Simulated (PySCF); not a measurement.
# Vertical excitation energies

Compound: CH9PSi2.
InChI=1S/CH9PSi2/c1-3-4-2/h2-4H2,1H3

Computed, not measured: PySCF, TDDFT CAM-B3LYP/def2-SVPD, vertical, gas phase, core orbitals frozen in the response. Geometry: PBE0-D3(BJ)/def2-SVP, one conformer, isolated molecule. Torsions of this conformer, `[CH3:1][SiH2:2][SiH2:3][PH2:4]`: C1–Si2–Si3–P4 -57°, H–P4–Si3–Si2 -44°, H–P4–Si3–Si2 49°.

Predict the UV-vis stick spectrum at this level.

| state | λ (nm) | E (eV) | f | main configurations (H = HOMO, L = LUMO) |
| --- | --- | --- | --- | --- |
| S1 | 198.7 | 6.24 | 0.141 | H→L (77%), H→L+2 (10%) |
| S2 | 193.1 | 6.42 | 0.027 | H→L+4 (56%), H→L+3 (18%), H→L+2 (15%) |
| S3 | 190.7 | 6.50 | 0.143 | H→L+1 (82%) |
| S4 | 186.2 | 6.66 | 0.0094 | H→L+2 (58%), H→L+4 (16%), H→L+5 (8%) |
| S5 | 173.5 | 7.15 | 0.061 | H→L+3 (52%), H→L+4 (16%) |
| S6 | 167.7 | 7.39 | 0.067 | H→L+5 (31%), H-1→L (28%), H→L+6 (26%) |
| S7 | 165.0 | 7.51 | 0.142 | H→L+5 (40%), H-1→L+2 (11%), H→L+3 (10%) |
| S8 | 160.2 | 7.74 | 0.073 | H→L+6 (36%), H-1→L (32%) |
| S9 | 156.4 | 7.93 | 0.068 | H-1→L+1 (40%), H-1→L+2 (21%) |
| S10 | 155.5 | 7.98 | 0.043 | H-1→L+1 (32%), H-1→L+2 (20%), H→L+6 (9%) |

Triplets (Tamm–Dancoff): T1 5.30 eV, H→L+1 (41%), H→L (39%); T2 5.58 eV, H→L+4 (38%), H→L+3 (22%), H→L+2 (13%); T3 5.88 eV, H→L (34%), H→L+1 (31%), H→L+2 (19%); T4 6.13 eV, H→L+2 (40%), H→L+4 (24%), H→L+5 (8%).

The lowest singlet lies at 6.24 eV (199 nm, vacuum ultraviolet) and is of moderate strength; its leading configuration is HOMO→LUMO (77%). The largest oscillator strength of a single state is 0.143. Löwdin shares by element: HOMO phosphorus 49%, silicon 32%, hydrogen 5% or more; LUMO silicon 35%, phosphorus 19%, carbon 12% (atoms not listed hold the other 34%). Weighted by f, the mean energy of these states is 7.09 eV. Of the 10 states listed, 9 reach f = 0.01 and none stays under 0.0005. The oscillator strengths of these states sum to 0.774; summed over the whole spectrum of an exact calculation they would give the number of electrons, 58 (Thomas–Reiche–Kuhn). All these states lie below the vertical ionisation energy of 9.14 eV (ΔSCF). The window holds the lowest 10 singlets.
